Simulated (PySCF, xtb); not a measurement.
FHSSe, SMILES S[Se]F.

Geometry: PBE0-D3(BJ)/def2-TZVP. One conformer was computed; it need not be the lowest.

These are C-PCM-B3LYP/def2-SVP (PySCF) values and carry that method's errors.

The values are the electrostatic part of the solvation free energy, E(continuum) − E(gas) at the gas-phase geometry, in a cavity of scaled van der Waals radii (PySCF's table); cavitation and dispersion terms are not included. In vacuum the orbital gap is 5.06 eV. The dipole moment in vacuum is 2.13 D.

```
solvent             ε  ΔG(elec) (kcal/mol)  dipole (D)  gap (eV)
--------------  -----  -------------------  ----------  --------
water           78.36                 -3.7        2.74      5.07
ethylethanoate   5.99                 -3.0        2.62      5.07
cyclohexanone   15.62                 -3.5        2.70      5.07
```

For comparison, GFN2-xTB/ALPB(water) (xtb, at the GFN2-xTB geometry, all terms of that model) gives -2.8 kcal/mol.
